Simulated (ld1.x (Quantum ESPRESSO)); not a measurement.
Which change was made? (Pb, TM semilocal)

```json
{
  "Element": "Pb (Z = 82)",
  "Generator": "ld1.x (Quantum ESPRESSO) 7.5",
  "Type": "norm-conserving Troullier–Martins (semilocal form)",
  "Functional": "PBE",
  "Relativity": "scalar-relativistic",
  "Frozen core": "[Xe] 4f14 5d10",
  "Valence charge": "4",
  "Reference configuration": "6s2 6p2",
  "Partial waves": "6s (bound): rc 1.75 bohr; 6p (bound): rc 2.25 bohr; 6d channel at 0.05 Ry: rc 2.15 bohr",
  "Local potential": "the d channel",
  "Core correction": "none"
}
```

Cutoffs, loose and tight: the cutoffs (Ry, on a coarse ladder) from which the occupation-weighted sum of valence levels, in a spherical-Bessel basis at the reference potential, stays within 10 and 1 mRy of its value at 400 Ry. They do not see the model core or the augmentation charge, which bear on the density cutoff. Test errors are all-electron minus pseudo excitation energies from the reference, over the configurations 6s2 6p1; 6s2 6p0; 6s1 6p0; 6s1 6p3; 6s0 6p4; 6s1 6p2; 6s2 6p2.3; variants that change the core or the reference have their own tests. The largest error is taken over the tests solved by every variant that gives reliable tests at all, those not shown here included: 6s0 6p4; 6s1 6p0; 6s1 6p3; 6s2 6p0; 6s2 6p1; 6s2 6p2.3.

The base gives: outcome: generated; cutoff, loose: 25 Ry; cutoff, tight: 50 Ry; bound ghosts: none; largest test error (meV): +171.

(1) After one change the result is: outcome: generated; cutoff, loose: 25 Ry; cutoff, tight: 50 Ry; bound ghosts: d (extra level of the local part); largest test error (meV): +171. Which change was it?
A. core correction a·sin(br)/r model core inside 1.76 bohr
B. wave 6d channel at 0.05 Ry: rc 2.15 bohr becomes 6d channel at -0.08 Ry: rc 2.15 bohr
C. all radii scaled by about 0.76 (s 1.32, p 1.70, d 1.64 bohr)

Answers

(1) B. The others give: core correction a·sin(br)/r model core inside 1.76 bohr → outcome: generated; cutoff, loose: 25 Ry; cutoff, tight: 50 Ry; bound ghosts: none; largest test error (meV): -610 | all radii scaled by about 0.76 (s 1.32, p 1.70, d 1.64 bohr) → outcome: generated; cutoff, loose: 140 Ry; cutoff, tight: over 300 Ry; bound ghosts: d (extra level of the local part), s; largest test error (meV): +768.
